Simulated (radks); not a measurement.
The numbers below are computed, except where a source is named.
Problem. The table gives one normalised radial function P(r) = r R(r) of Ru in [Kr] 4d7 5s1 (r in bohr). Level of theory: scalar-relativistic Kohn-Sham, PBE, spin-polarised, spherical densities, point nucleus; open shells are filled with parallel spins first (spin-orbit coupling, left out, can overturn this in heavy ions) (a radial shooting solver on a logarithmic mesh with Libxc functionals).

r,P
0.005257,0.0113
0.00612,0.0148
0.007124,0.0193
0.008294,0.0251
0.009733,0.0330
0.01133,0.0427
0.01319,0.0549
0.01536,0.0701
0.01788,0.0889
0.02081,0.1118
0.02423,0.1390
0.02821,0.1706
0.03284,0.2063
0.03853,0.2470
0.04486,0.2864
0.05222,0.3231
0.0608,0.3521
0.07078,0.3670
0.0824,0.3604
0.09592,0.3244
0.1117,0.2529
0.13,0.1430
0.1526,-0.0101
0.1776,-0.1786
0.2068,-0.3473
0.2407,-0.4865
0.2802,-0.5628
0.3262,-0.5468
0.3798,-0.4223
0.4421,-0.1936
0.5147,0.1115
0.604,0.4619
0.7031,0.7621
0.8186,0.9763
0.9529,1.0690
1.109,1.0346
1.291,0.8985
1.503,0.7052
1.75,0.5012
2.038,0.3221
2.391,0.1802
2.784,0.0921
3.241,0.0414
3.773,0.0160
4.392,0.0052
5.113,0.0014
5.952,0.0003
6.929,0.0000
8.067,0.0000
9.467,0.0000
11.02,0.0000
12.83,0.0000
14.94,0.0000
17.39,0.0000

Which n and l does it have? It may be an empty orbital.

Solution. n = 4, l = 1: the number of nodes gives n - l - 1 = 2, the rise at small r (about r^(l+1), flatter next to the nucleus through relativity) gives l, and the extent must fit the shell. The curve is that of 4p up; the table hardly tells the two spins apart. 4p up: eigenvalue -47.101 eV, 2 radial nodes at r = 0.151, 0.488 bohr, <r> = 1.13 bohr, 90 % of the charge inside 1.68 bohr.
